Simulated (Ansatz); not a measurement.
```yaml
crystal:
  periodic: [false, false, false]
  atoms:
    - {symbol: B, position_ang: [-0.724392, 0.664599, -1.571017]}
    - {symbol: Sb, position_ang: [0.736932, 0.985117, 0.037749]}
    - {symbol: C, position_ang: [0.637033, -0.937049, 1.020956]}
    - {symbol: H, position_ang: [-0.758695, -0.380416, -2.150455]}
    - {symbol: H, position_ang: [-1.387942, 1.575738, -1.965760]}
    - {symbol: H, position_ang: [-0.317255, 1.829499, 1.077225]}
    - {symbol: H, position_ang: [-0.383754, -1.179188, 1.307447]}
    - {symbol: H, position_ang: [1.275831, -0.917499, 1.902532]}
    - {symbol: H, position_ang: [1.010741, -1.687099, 0.324222]}
basis:
  gaussian: {orbitals: STO-3G, point_charges: [{charge: -1.00, position_ang: [3.838, -0.206, 0.693]}]}
hamiltonian: {xc: {name: CCSD(T)}, pseudopotentials: {relativity: scalar}}
output: {forces: true}
```

```sh
$ ansatz run in.yaml --threads 2 --pin off --events-out ev --progress --plain --max-ram 4352MiB
```

It prints (some lines left out):

```
Error: YAML parse error: error: line 15 column 19: hamiltonian.xc: no functional is named "CCSD(T)"; the names, which are not case-sensitive, are SVWN5, SPW92, PBE, PBE0, PBEsol, revPBE, revPBE0, RPBE, rPW86-PBE, HSE06, wPBEh, LC-wPBE, HISS, HF, BLYP, B3LYP, B3LYP5, BHLYP, CAM-B3LYP, r2SCAN, r2SCANh, r2SCAN0, r2SCAN50, m-r2SCAN, B97, wB97, wB97X, wB97X-V, B97M-V, wB97M-V, B2PLYP, B2GP-PLYP, PBE0-DH, PBE-QIDH
13 | basis:
14 |   gaussian: {orbitals: STO-3G, point_charges: [{charge: -1.00, position_ang: [3.838…
15 | hamiltonian: {xc: {name: CCSD(T)}, pseudopotentials: {relativity: scalar}}
16 | output: {forces: true}
```

In this input the method's name isn't one that the program takes here. The input was rejected before any iteration.
